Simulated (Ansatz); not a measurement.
A nudged elastic band was laid between two geometries of H2O + H2O + H4Sn (11 atoms, charge 0, multiplicity 1).

Level of theory: RKS r2SCAN/def2-SVP in Ansatz 0.2.0.

```json
{
  "movable images": "7",
  "climbing image": "yes",
  "spring": "2.0 to 10.0 eV/Å², energy-weighted",
  "optimiser": "quadratic models (default)",
  "start path": "through a guess of the saddle point",
  "force threshold": "0.05 eV/Å",
  "iteration limit": "60",
  "end points": "relaxed"
}
```

Image 0:

```xyz
11
Properties=species:S:1:pos:R:3
Sn -0.460 1.223 -1.174
H 0.179 1.303 0.423
H 0.718 0.711 -2.296
H -1.917 0.343 -1.216
H -0.833 2.867 -1.560
H 0.342 -1.475 0.481
O 0.196 -1.541 -0.486
H 0.643 0.052 1.930
O 0.486 -0.867 2.200
H 1.068 -1.769 -0.833
H -0.422 -0.846 2.532
```

Image 8:

```xyz
11
Properties=species:S:1:pos:R:3
Sn -0.557 0.341 -1.720
H 1.021 0.751 3.983
H -0.457 0.129 -3.434
H -2.152 0.033 -1.201
H 0.104 1.853 -1.289
H 0.426 -0.594 0.612
O 0.604 -1.180 -1.052
H 0.788 0.639 3.268
O -0.153 0.050 1.079
H 1.208 -1.513 -1.729
H -0.831 -0.509 1.482
```

Q: Which bonds break or form, and what moves?

A: Bonds broken: Sn1–H2, H6–O7, H8–O9. Bonds formed: Sn1–O7, H2–H8, H6–O9. H2O + H2O + H4Sn becomes H2 + H2O + H4OSn.

Q: What energy profile does the band end with?

A: The forces met the threshold. The highest image is number 3 of 0 to 8, 1.19 eV above the first end and 1.04 eV above the last; the last end lies 0.15 eV above the first. Another band between the same ends (7 images) ends at a top of the same energy, where a vibrational analysis finds 1 clearly imaginary mode. The orbitals stay closed-shell, which can raise the energy where a bond breaks towards radicals; this wasn't checked here.

| image | path coordinate (Å) | energy (eV) | Sn1–H2 (Å) | H6–O7 (Å) | H8–O9 (Å) |
| --- | --- | --- | --- | --- | --- |
| 0 | 0.00 | 0.00 | 1.72 | 0.98 | 0.97 |
| 1 | 1.81 | 0.27 | 1.72 | 0.98 | 0.98 |
| 2 | 2.67 | 0.69 | 1.81 | 1.02 | 1.01 |
| 3 | 3.20 | 1.19 | 2.01 | 1.27 | 1.21 |
| 4 | 3.74 | 0.68 | 2.34 | 1.56 | 1.69 |
| 5 | 4.63 | 0.31 | 3.02 | 1.78 | 2.19 |
| 6 | 6.31 | 0.25 | 3.69 | 1.78 | 2.30 |
| 7 | 8.26 | 0.17 | 4.75 | 1.77 | 2.41 |
| 8 | 10.79 | 0.15 | 5.93 | 1.77 | 2.45 |

Q: What is the geometry of the highest image?

A: 
```xyz
11
Properties=species:S:1:pos:R:3
Sn -0.426 0.805 -1.136
H -0.574 0.904 0.867
H 0.065 0.189 -2.699
H -2.143 0.844 -1.189
H 0.398 2.314 -1.023
H 0.683 -1.002 0.847
O 0.428 -1.028 -0.399
H -0.039 0.270 1.486
O 0.622 -0.639 1.927
H 1.019 -1.445 -1.041
H -0.032 -1.209 2.360
```

The run took 6.2 min on 2 threads of Arm Neoverse V1, on a shared host, peak memory 0.15 GiB.
